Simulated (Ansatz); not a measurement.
Reaction (isomerisation): `C[Si](C)O`• → `[CH2][SiH](C)O`•

Program: Ansatz. Geometries: PBE0-D4/def2-TZVP. ΔE: electronic, gas phase. CCSD(T)/CBS is the MP2 limit (def2-TZVPP, def2-QZVPP) plus CCSD(T) − MP2 in def2-TZVPP, frozen cores. Functionals use def2-TZVPP. HSE06 is defined as in plane-wave codes. No spin–orbit coupling; open shells (•) take unrestricted orbitals. Each species was taken in one conformer, which may not be the lowest.

```
           level  ΔE (kJ/mol)  difference from CCSD(T)/CBS
     LDA (SPW92)         70.3                         31.7
       revPBE-D4         55.2                         16.6
          B97M-V         37.0                         -1.6
        HSE06-D4         48.7                         10.1
        PBE-QIDH         43.3                          4.7
          r2SCAN         41.1                          2.5
           BHLYP         28.2                        -10.4
CCSD(T)/def2-SVP         41.5                          2.9
   HF/def2-TZVPP          7.3                        -31.3
  MP2/def2-TZVPP         47.8                          9.2
     CCSD(T)/CBS         38.6                            0
```

Largest T1 diagnostic among the species: 0.012.

From r2SCAN to r2SCAN0 (25 % exact exchange), in def2-TZVPP and without D4, ΔE moves by −3.7 kJ/mol. Leaving LDA and LC-ωPBE aside and taking each functional with its dispersion term where it has one, the values, not all of them listed here, spread over 28.1 kJ/mol, from BHLYP-D4 to PBE-D4. LDA lies +13.8 kJ/mol from PBE without D4.

CCSD(T)/CBS has its own doubt, a few kJ/mol and more with outer-core shells, so smaller differences from it don't rank the levels.
